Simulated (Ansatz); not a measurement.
Species: C₂H₂N (charge 0, doublet). It need not be the lowest isomer of its formula. 
Structure (B3LYP-D3(BJ)/def2-TZVP (Ansatz, a quantum-chemistry and plane-wave program) minimum search):
```xyz
5

C     -1.1003     0.1172     0.1136
N      0.2172    -0.0231    -0.0224
C      1.3859    -0.1476    -0.1430
H     -1.6290    -0.5396     0.7877
H     -1.6054     0.8842    -0.4538
```
Charge 0, spin multiplicity 2.

Computed values are from Ansatz. Cores are frozen in the correlated levels unless marked. UHF or UKS for open shells. No spin-orbit coupling. Non-relativistic. CBS marks a two-point X^-3 extrapolation of the correlation energy; Hartree-Fock from the larger set. [CCSD(T)-MP2]/basis is that difference in the basis named.

```yaml
atomisation energy De: 2032.2 kJ/mol at RI-MP2/CBS(aug-cc-pVTZ,aug-cc-pVQZ)+[CCSD(T)-MP2]/aug-cc-pVTZ
total_energy: -131.8890 Eh at RI-MP2/CBS(aug-cc-pVTZ,aug-cc-pVQZ)+[CCSD(T)-MP2]/aug-cc-pVTZ
dipole_moment: 3.34 D at CCSD(T)/aug-cc-pVDZ
T1 diagnostic: 0.023 at CCSD/aug-cc-pVTZ
```
